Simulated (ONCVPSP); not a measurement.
u(r) = r·R(r): atom against pseudo-atom (Al (Z = 13))

Columns: radius, all-electron u(r) and pseudo u(r) of the 3p shell (level -3.34 eV) of aluminium in the configuration [Ne] 3s1 3p2; PBE, scalar-relativistic, ONCV scheme, ONCVPSP 4.0.1.

```csv
r (bohr),all-electron,pseudo
0.123,-0.1018,0.0038
0.245,-0.1997,0.0151
0.368,-0.2254,0.0335
0.490,-0.1948,0.0581
0.613,-0.1314,0.0889
0.735,-0.0534,0.1244
0.858,0.0300,0.1644
0.980,0.1112,0.2071
1.103,0.1879,0.2519
1.225,0.2571,0.2967
1.348,0.3192,0.3410
1.470,0.3730,0.3833
1.593,0.4201,0.4235
1.715,0.4600,0.4602
1.838,0.4936,0.4929
1.960,0.5204,0.5201
2.083,0.5415,0.5414
2.205,0.5568,0.5568
2.328,0.5672,0.5671
2.450,0.5730,0.5730
2.573,0.5748,0.5748
2.695,0.5732,0.5732
2.818,0.5686,0.5686
2.940,0.5614,0.5614
3.063,0.5520,0.5520
3.185,0.5409,0.5409
```

How many radial nodes do the two functions have?

The all-electron 3p function has n − l − 1 = 1; the pseudo-wave has 0, since the states of the same l below it are removed with the core.

At about which radius was the pseudo-wave matched?

2.15 bohr. The columns agree to 0.0005 from 1.96 bohr on; several derivatives are matched, so the curves merge somewhat inside the radius.

Where does each function peak?

Outermost all-electron maximum near 2.57 bohr, pseudo maximum near 2.57 bohr (to the table’s step).

Is the pseudo-wave norm-conserving?

Yes: the ONCV scheme keeps the norm inside the radius equal to the all-electron one, which fixes the energy derivative of the logarithmic derivative at the level.
